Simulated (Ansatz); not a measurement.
Removing and adding an electron: Ga₁₁Sb₁₂H₃₂⁺, a nanocrystal cut from zinc blende GaSb (hydrogen-capped). Charge 1, multiplicity 1. Geometry: PBE-D4/def2-SVP. Ansatz, gas phase; energy differences of separate SCF runs; the oxidised species was run as a doublet alone; the reduced species was run as a doublet alone.

```xyz
55

Ga   -1.086    1.115   -5.289
Ga   -1.681    5.268    0.648
Ga   -2.977    1.259    3.344
Ga   -1.924   -3.010   -3.321
Ga   -2.922   -2.922    1.367
Ga   -1.944    0.628   -0.899
Ga    2.308    1.865   -1.837
Ga    0.960    1.437    2.127
Ga    1.166   -2.134   -0.014
Ga    0.641   -2.130    4.248
Ga    5.184   -1.011    2.449
Sb   -2.251    3.282   -1.138
Sb   -2.273   -0.376   -3.336
Sb    1.424    1.052   -4.251
Sb   -3.335   -0.304    1.142
Sb    0.450    4.056    1.848
Sb   -0.518    0.304    3.974
Sb   -3.273   -3.847   -1.150
Sb    0.577   -3.308   -2.349
Sb   -0.322   -3.153    1.912
Sb    0.629    0.424   -0.301
Sb    3.601    1.202    2.569
Sb    3.778   -2.331    0.497
H    -1.096    0.252   -6.602
H    -1.626    2.577   -5.065
H    -1.108    6.459   -0.198
H    -2.834    5.213    1.708
H    -4.044    0.855    4.420
H    -2.697    2.699    2.749
H    -2.174   -3.857   -4.623
H    -3.863   -3.714    2.351
H     1.843    3.363   -1.623
H     3.764    1.310   -1.576
H     0.023   -2.935    5.444
H     2.174   -1.890    3.933
H     4.884   -1.828    3.753
H     6.536   -0.593    1.773
H    -3.831    3.515   -1.767
H    -1.424    3.589   -2.608
H    -3.976   -0.297   -3.566
H     2.480    1.633   -5.473
H     1.934   -0.586   -4.358
H    -4.964   -0.208    0.601
H     0.602    4.691    3.435
H     1.910    4.721    1.239
H    -0.005    1.212    5.342
H    -4.925   -3.638   -1.555
H    -3.278   -5.563   -1.151
H     0.960   -4.978   -2.264
H     1.736   -2.871   -3.534
H     0.003   -4.839    1.814
H     4.302    2.427    1.592
H     3.893    1.970    4.075
H     4.472   -2.042   -1.045
H     4.119   -4.012    0.541
```

In the def2 sets Sb takes a core potential; there is no spin–orbit coupling. Single mean-field runs in def2-TZVP are fitted with def2-universal-jkfit. HOMO above LUMO, or a gap near zero within one spin, warns that the state may not be the lowest or that an electron is smeared out.

| level | −HOMO (eV) | vertical IE (eV) | −LUMO (eV) | vertical EA (eV) | HOMO–LUMO gap (eV) | IE − EA (eV) | remarks |
| --- | --- | --- | --- | --- | --- | --- | --- |
| PBE-D4/def2-TZVP | 8.22 | 9.59 | 5.16 | 4.00 | 3.06 | 5.59 | gap within one spin near zero (+2 doublet), gap within one spin near zero (doublet) |
| PBE0-D4/def2-TZVP | 9.06 | 9.99 | 4.50 | 3.75 | 4.56 | 6.24 | – |

(1) Estimate the rows for BLYP-D4/def2-TZVP.

Results:

(1) 
```csv
level,−HOMO (eV),vertical IE (eV),−LUMO (eV),vertical EA (eV),HOMO–LUMO gap (eV),IE − EA (eV),remarks
BLYP-D4/def2-TZVP,8.06,9.50,5.08,3.95,2.99,5.55,"gap within one spin near zero (+2 doublet), gap within one spin near zero (doublet)"
```
